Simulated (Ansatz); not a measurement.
A CCSD(T) single point on C₂H₇BSn (`B/C=[CH]/[SnH3]`).

```yaml
crystal:
  periodic: [false, false, false]
  atoms:
    - {symbol: B, position_ang: [-0.982695, 1.933126, 1.044135]}
    - {symbol: C, position_ang: [-0.772018, 0.545046, 0.417805]}
    - {symbol: C, position_ang: [0.439631, 0.171900, -0.028726]}
    - {symbol: Sn, position_ang: [0.875592, -1.724117, -0.920805]}
    - {symbol: H, position_ang: [-2.051718, 2.288648, 1.448530]}
    - {symbol: H, position_ang: [-0.044842, 2.674679, 1.126075]}
    - {symbol: H, position_ang: [-1.603089, -0.155465, 0.327022]}
    - {symbol: H, position_ang: [1.254878, 0.888136, 0.072427]}
    - {symbol: H, position_ang: [-0.097931, -1.928265, -2.306867]}
    - {symbol: H, position_ang: [2.523978, -1.786225, -1.355274]}
    - {symbol: H, position_ang: [0.523612, -2.964465, 0.196476]}
basis:
  gaussian: {orbitals: def2-TZVPP}
correlation: {method: ccsd_t}
output: {orbitals: {seedname: orbitals}}
```

```sh
$ ansatz run in.yaml --threads 4 --pin off --events-out ev --progress --plain
```

Output of Ansatz, abridged:

```
Functional definition: HF
1567 factors; integrals over basis functions are off by at most 9.9e-4 eV
mean field evaluation 1: about -8645.0984 eV, gradient 3.0e1 eV
mean field evaluation 2: about -8645.2736 eV, gradient 3.0e1 eV
mean field evaluation 4: about -8648.1030 eV, gradient 3.6e0 eV
mean field evaluation 8: about -8648.1498 eV, gradient 1.5e-1 eV
mean field -8648.14997177 eV, -317.8136495359 hartree, gradient 2.6e-6 eV, S^2 0.000000; 0 other end points of the search recorded, 0 dependent functions left out; unrestricted orbitals would lower it
7 core orbitals not correlated: weight in the atoms' cores, before any rotation towards them, 1.000 or more for the frozen orbitals, at most 0.000 for the correlated occupied ones
reference -8648.14997177 eV, -317.8136495359 hartree; 16, 16 occupied and 218, 218 virtual orbitals, 1567 factors
second order -20.66056417 eV of doubles, -0.00000000 eV of singles
cycle   1  -21.01039168 eV  change   -3.5e-1 eV  update   1.1e-1
cycle   2  -21.63441822 eV  change   -6.2e-1 eV  update   3.3e-2
cycle   3  -21.72731937 eV  change   -9.3e-2 eV  update   1.5e-2
cycle   4  -21.71846277 eV  change    8.9e-3 eV  update   3.8e-3
cycle   5  -21.71812049 eV  change    3.4e-4 eV  update   1.5e-3
cycle   6  -21.71819070 eV  change   -7.0e-5 eV  update   4.1e-4
cycle   7  -21.71813343 eV  change    5.7e-5 eV  update   1.6e-4
cycle   8  -21.71815551 eV  change   -2.2e-5 eV  update   5.5e-5
cycle   9  -21.71817431 eV  change   -1.9e-5 eV  update   2.1e-5
perturbative correction -0.81790203 eV, -0.0300573454 hartree
Total energy: -8670.68604811 eV, -318.6418350661 hartree
```

It took 110 s on 4 threads of a server CPU on a shared host, with 5.1 GiB of host memory at the peak.

Correlation energy per correlated electron: -0.704 eV. T1 diagnostic: 0.0129.
